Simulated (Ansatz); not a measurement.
Computed with Ansatz on PBE0-D4/def2-TZVP structures; ΔE is electronic, products minus reactants. CCSD(T)/CBS is the MP2 limit (def2-TZVPP, def2-QZVPP) plus CCSD(T) − MP2 in def2-TZVPP, frozen cores. Elements past krypton have def2 core potentials. For Sb outer-core shells are correlated without core-valence functions, which leaves a few kJ/mol of doubt a bond. Each species was taken in one conformer, which may not be the lowest.

Consider the formal exchange of groups at a B–C bond: `FB(F)[CH2][SbH2]` + silanol → `O[SiH2]B(F)F` + `[CH3][SbH2]`.

```
           species  MP2/def2-QZVPP energy (Eh)
`FB(F)[CH2][SbH2]`                  -504.69754
         `O[SiH3]`                  -366.62980
    `O[SiH2]B(F)F`                  -590.47026
     `[CH3][SbH2]`                  -280.83354
```

Problem. Work out ΔE.

Solution. ΔE = (-590.47026) + (-280.83354) − (-504.69754) − (-366.62980) = 0.02354 Eh = +0.64 eV. CCSD(T)/CBS gives +0.57 eV.

Problem. What do rigid-rotor, harmonic-oscillator terms from PBE0-D4/def2-TZVP frequencies (298.15 K, 1 bar) make of the CCSD(T)/CBS value? (Best estimate.)

Solution. The calculation gave: ΔZPE = +0.03 eV, ΔH = +0.62 eV, ΔS = 10 J/(mol·K), ΔG = +0.59 eV. Modes under 50 cm⁻¹ make the entropy rough.

Largest T1 diagnostic among the species: 0.013.

At CCSD(T), def2-SVP lies +0.08 eV from the extrapolated value and def2-TZVPP +0.01 eV. From PBE to PBE0 (25 % exact exchange), in def2-TZVPP and without D4, ΔE moves by +0.05 eV. Leaving LDA and LC-ωPBE aside and taking each functional with its dispersion term where it has one, the values, not all of them listed here, spread over 0.12 eV, from revPBE-D4 to BHLYP-D4. LDA lies +0.08 eV from PBE without D4.
